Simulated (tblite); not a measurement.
C₆H₁₀OSi (charge +1 and doublet state).
Numbering: `[CH+:1]=[C:2][C@@H:3]([SiH3:4])[C@@H:5]([CH3:6])[CH:7]=[O:8]` (hydrogens: H9 on C1; H10 on C3; H11, H12, H13 on Si4; H14 on C5; H15, H16, H17 on C6; H18 on C7)

Computed geometry: GFN2-xTB, gas phase. This method treats the open shell by occupation alone, without spin polarisation.

Q: What internal coordinates does the optimisation give?

A: 
```tsv
bond	length (bohr)
C1=C2	2.283
C2–C3	2.668
C3–Si4	3.913
C3–C5	2.837
C5–C6	2.871
C5–C7	2.937
C7=O8	2.228
C1–H9	1.989
C3–H10	2.062
Si4–H11, Si4–H12, Si4–H13	2.757
C5–H14	2.067
C6–H15, C6–H16, C6–H17	2.056
C7–H18	2.085
```

Bonds in one row agree within 0.02 bohr and their mean is given. A selection of angles:
```tsv
angle	degrees
C2–C1–H9	177.9
C1–C2–C3	179.2
C2–C3–Si4	104.9
C2–C3–C5	115.9
C2–C3–H10	111.4
Si4–C3–C5	110.2
Si4–C3–H10	100.7
C5–C3–H10	112.4
C3–Si4–H11	102.6
C3–Si4–H12	100.8
H11–Si4–H12	115.9
H12–Si4–H13	116.7
C3–C5–C6	116.1
C3–C5–C7	103.5
C3–C5–H14	110.7
C6–C5–C7	108.0
C6–C5–H14	111.2
C7–C5–H14	106.6
C5–C6–H15	111.3
C5–C6–H16	109.9
H15–C6–H16	109.2
H16–C6–H17	107.2
C5–C7–O8	123.6
C5–C7–H18	111.5
O8–C7–H18	124.9
```

Torsions: C2–C3–C5–C6 -52° (synclinal); C3–C5–C7–O8 105° (anticlinal).

C7 (carbon bonded to C, O and H) is planar (angles 124.9°, 123.6° and 111.5°, sum 360.0°, 0.00 Å off the plane of its three neighbours). The C–C distances run from 1.208 Å (C1=C2, drawn double in a drawing that doesn't fit all lengths) to 1.554 Å (C5–C7, drawn single in a drawing that doesn't fit all lengths), a spread of 0.346 Å. Of the pairs four or more bonds apart, C2···H15 is among the closest relative to their van der Waals radii: 2.65 Å, 91 % of the sum of Bondi's values. Si4 (silicon bonded to C and 3 H) is distorted tetrahedral (angles from 100.8° to 116.7°).

Point group: C1 (no symmetry element, even within 0.4 Å). Its GFN2-xTB frequencies are all real (lowest 45 cm⁻¹). 3 starts were optimised and ended at 0.00, 3.72 and 5.83 kcal/mol (GFN2-xTB); the lowest of these is shown.

One conformer stands for the species.
